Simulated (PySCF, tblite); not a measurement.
Compound: C6H14OSi2.
Structure used (GFN2-xTB), in Å, numbered top down from 1:
```xyz
23
C6H14OSi2 angstrom
C     -3.0434    0.5099    0.0578
C     -1.6678    0.3865    0.6570
O     -1.2885    1.1119    1.5595
C     -0.7886   -0.6294    0.0900
C     -0.0590   -1.5452    1.0562
C      0.6941   -0.4580    0.3799
Si     1.1681    1.0288    1.4706
C      1.6276   -0.8348   -0.7450
Si     1.6338    0.4154   -2.1796
H     -3.6221    1.2611    0.5886
H     -2.9515    0.7962   -0.9886
H     -3.5547   -0.4497    0.1012
H     -1.0976   -1.0677   -0.8517
H     -0.3054   -1.4412    2.1030
H      0.0730   -2.5709    0.7359
H      2.6458    1.0095    1.3562
H      0.7638    2.3092    0.9020
H      0.8861    0.7899    2.8793
H      1.3598   -1.8236   -1.1324
H      2.6391   -0.9258   -0.3437
H      2.1221    1.7168   -1.7336
H      0.2705    0.5516   -2.7072
H      2.4900   -0.1135   -3.2454
```

Theory: PBE0/pcSseg-1 in PySCF (dipole) on a GFN2-xTB geometry, gas phase.

Masses are those of the commonest isotopes; rigid-rotor values at the optimised geometry. The values belong to one conformer with, in the numbering `[CH3:1][C:2](=[O:3])[C@@H:4]1[CH2:5][C@@:6]1([SiH3:7])[CH2:8][SiH3:9]`, C1–C2–C4–C5 -132°, C5–C6–C8–Si9 142°.

Question: What are A, B and C (MHz)?

Answer: Ia = 336.56, Ib = 597.13, Ic = 692.98 u·Å²; 505379 MHz·u·Å²/I gives A = 1502, B = 846.3, C = 729.3 MHz.

Question: What kind of rotor is it?

Answer: An asymmetric top; Ray's κ = -0.697.

Question: What does the inertial defect say?

Answer: Not planar: Δ = Ic − Ia − Ib = -240.71 u·Å². For a rigid frame Δ = −2 Σ m c², so Σ m c² = 120.36 u·Å² lies off the ab plane: 27.53 from hydrogen and 92.83 from heavier atoms. The atom farthest from that plane is 2.81 Å away.

Question: Which lines would a microwave search look for?

Answer: The dipole components are |μa| = 0.31 D, |μb| = 2.98 D, |μc| = 2.06 D. Intensities carry the squares of the components, which stand as 0.01 : 1.00 : 0.48 (a : b : c). Some lines, for components of 0.1 D or more:

```
type  branch         J(Ka,Kc)    MHz  lower level (cm⁻¹)
   a       Q  2(1,1) ← 2(1,2)    351               0.176
   c       Q  2(1,2) ← 2(0,2)    553               0.157
   a       Q  3(1,2) ← 3(1,3)    701               0.327
   b       Q  1(1,0) ← 1(0,1)    772               0.053
   b       R  1(1,1) ← 0(0,0)   2231               0.000
   b       R  5(3,2) ← 4(4,1)   2973               0.907
   b       Q  5(3,2) ← 5(2,3)   3275               0.897
   b       Q  4(3,1) ← 4(2,2)   3420               0.627
   b       Q  3(3,0) ← 3(2,1)   3508               0.413
   b       R  3(0,3) ← 2(1,2)   4118               0.176
   b       R  5(2,3) ← 4(3,2)   4672               0.741
   c       Q  5(4,2) ← 5(3,2)   4937               1.006
   b       Q  4(4,1) ← 4(3,2)   4974               0.741
   c       R  2(2,1) ← 1(1,1)   5351               0.074
   a       R  4(0,4) ← 3(0,3)   6171               0.313
   a       R  4(2,3) ← 3(2,2)   6291               0.411
   c       Q  5(5,1) ← 5(4,1)   6394               1.171
   b       Q  5(5,0) ← 5(4,1)   6394               1.171
   c       R  3(2,1) ← 2(1,1)   6763               0.187
   a       R  5(0,5) ← 4(0,4)   7640               0.519
   a       R  5(3,2) ← 4(3,1)   7939               0.741
   a       R  5(1,4) ← 4(1,3)   8096               0.568
   b       R  3(3,0) ← 2(2,1)   8305               0.253
   b       R  4(2,2) ← 3(1,3)   8995               0.327
   c       R  5(1,4) ← 4(0,4)   9556               0.519
   c       R  4(3,1) ← 3(2,1)   9843               0.413
   b       R  5(5,0) ← 4(4,1)  14305               0.907
```

Its GFN2-xTB frequencies are all real (lowest 52 cm⁻¹). No vibrational averaging or centrifugal distortion is included, and the geometry carries the error of its method. A rigid rotor knows nothing of internal rotation, which can split or shift real lines.

The run took 1.7 min wall on one thread, Arm Neoverse N1 (aarch64), no GPU (shared host), and the process peaked at 1.1 GiB of memory. This is the PBE0/pcSseg-1 job that gave the dipole, with the shieldings it also computed.
